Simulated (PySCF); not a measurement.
Fill in the blanks.

C7H8O.
Atom-mapped SMILES: `[CH2:1]=[CH:2][CH2:3][c:4]1[cH:5][cH:6][cH:7][o:8]1` (hydrogens: H9, H10 on C1; H11 on C2; H12, H13 on C3; H14 on C5; H15 on C6; H16 on C7)

Cartesian coordinates in Å at the GFN2-xTB level; atoms count from 1:
```xyz
16
C7H8O angstrom
C      2.6857    0.9493    0.5408
C      1.6782    0.7572   -0.2880
C      1.0005   -0.5652   -0.5067
C     -0.4621   -0.4602   -0.2232
C     -1.1526   -0.4213    0.9520
C     -2.5190   -0.2777    0.6051
C     -2.5557   -0.2357   -0.7525
O     -1.3158   -0.3435   -1.2624
H      3.1011    0.1442    1.1248
H      3.1434    1.9155    0.6677
H      1.2736    1.5797   -0.8626
H      1.1240   -0.8647   -1.5507
H      1.4483   -1.3232    0.1381
H     -0.7401   -0.4906    1.9375
H     -3.3511   -0.2141    1.2760
H     -3.3658   -0.1407   -1.4481
```

```json
{"property": "point group of the GFN2-xTB geometry", "level": "GFN2-xTB", "value": "?"}
{"property": "rotational constants A, B, C of the GFN2-xTB geometry", "level": "GFN2-xTB", "value": "5.852, 1.234, 1.116 GHz"}
{"property": "dipole moment", "level": "PBE0/def2-SVPD", "value": "0.43 D"}
{"property": "HOMO energy", "level": "PBE0/def2-SVPD", "value": "?"}
{"property": "LUMO energy", "level": "PBE0/def2-SVPD", "value": "-0.03 eV"}
{"property": "lowest singlet excitation", "level": "TDDFT PBE0/def2-SVPD", "value": "?"}
{"property": "lowest triplet excitation (Tamm–Dancoff)", "level": "TDA PBE0/def2-SVPD", "value": "?"}
{"property": "static isotropic polarisability", "level": "PBE0/def2-SVPD", "value": "?"}
{"property": "electronic spatial extent ⟨r²⟩ about the centre of nuclear charge", "level": "PBE0/def2-SVPD", "value": "?"}
{"property": "13C chemical shifts (computed TMS as zero) by class", "level": "GIAO PBE0/pcSseg-1", "value": "159.8 (C4), 146.2 (C2), 144.8 (C7), 119.5 (C1), 118.4 (C6), 115.0 (C5), 39.1 (C3) ppm"}
{"property": "1H chemical shifts (computed TMS as zero) by class", "level": "GIAO PBE0/pcSseg-1", "value": "?"}
{"property": "isotropic shieldings of nuclei other than C and H, by class", "level": "GIAO PBE0/pcSseg-1", "value": "27 (O8) ppm"}
```

Electronic properties: PySCF, gas phase, density fitting. NMR classes are plain means over equivalent atoms (diastereotopic ones count apart unless rotation or inversion swaps them), as if these changed places fast; in this geometry the members of some classes differ.

**Question.** Give the point group of the GFN2-xTB geometry.

**Answer.** C1.

**Question.** Give the lowest singlet excitation.

**Answer.** 5.54 eV (224 nm, f = 0.195).

**Question.** What are the 1H chemical shifts (computed TMS as zero) by class?

**Answer.** 7.37 (H16), 6.64 (H15), 6.43 (H14), 6.11 (H11), 5.39 (H9), 5.19 (H10), 3.51 (H12/H13) ppm.

**Question.** What is the static isotropic polarisability?

**Answer.** 84.0 au.

**Question.** Give the lowest triplet excitation (Tamm–Dancoff).

**Answer.** 3.89 eV.

**Question.** Give the electronic spatial extent ⟨r²⟩ about the centre of nuclear charge.

**Answer.** 1078 bohr².

**Question.** The HOMO energy?

**Answer.** -6.36 eV.

The dipole matches unit charges of opposite sign 0.09 Å apart (1 e·Å = 4.8032 D). The principal polarisabilities are 62.1, 77.0 and 112.9 au; their mean is the isotropic value. The vertical singlet–triplet gap S1 − T1 is 1.65 eV (TDDFT singlet less Tamm–Dancoff triplet; S1: HOMO→LUMO, weight 0.92; T1: HOMO→LUMO, weight 0.67). The 6 singlets span 5.54 to 6.91 eV, and their oscillator strengths add up to 0.40. No computed singlet falls in the visible range (750 to 380 nm, 1.65 to 3.26 eV); S1 lies 2.28 eV above its blue end.

For the TDDFT job (PBE0/def2-SVPD), hardware: one thread of an Intel Xeon at 2.70 GHz (shared host). Cost: 77 s (with the writing of density and orbital grids), 0.87 GiB resident at most.

One conformer stands for the species.
